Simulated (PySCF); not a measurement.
The multiplicity is imposed and other spin states were not computed.

Species: [Ti(Cl)3] (charge 0, multiplicity 2).

Task: Give the highest occupied spin orbital, charge on the central atom (meta-Löwdin) and spin population on the central atom (Mulliken) at the level TPSSh-D3(BJ)/def2-TZVP // BP86-D3(BJ)/def2-SVP run with PySCF 2.14.0.

Result: 
The highest occupied spin orbital is -6.62 eV and the charge on the central atom (meta-Löwdin) comes out as 1.11 e. The spin population on the central atom (Mulliken) is 1.11.
